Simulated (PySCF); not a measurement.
## Radial density of W (tungsten, neutral)

UHF, [Xe] 4f14 5d5 6s1, high-spin 7S determinant (an excited configuration). Calculation: PySCF 2.14, in def2-QZVPPD with the def2 core potential (60 electrons); scalar relativity through the core potential. This is the valence pseudo-density: the core potential removes the inner electrons and smooths the orbitals near the nucleus.

```
r (bohr)  4πr²ρ (e/bohr)  4πr²(ρα − ρβ)
   0.162       1.101e-05         0.0000
   0.273       0.0006767         0.0003
   0.458          0.1583         0.0155
   0.771           6.073         0.5039
    1.30           9.696         2.4550
    2.18           3.059         2.3263
    3.67          0.7127         0.7070
    6.17         0.04943         0.0494
    10.4       0.0002447         0.0002
```

Energies and moments cover only the electrons outside the core potential. Spin-orbit coupling, which splits the p, d and f shells strongly at this Z, is absent.
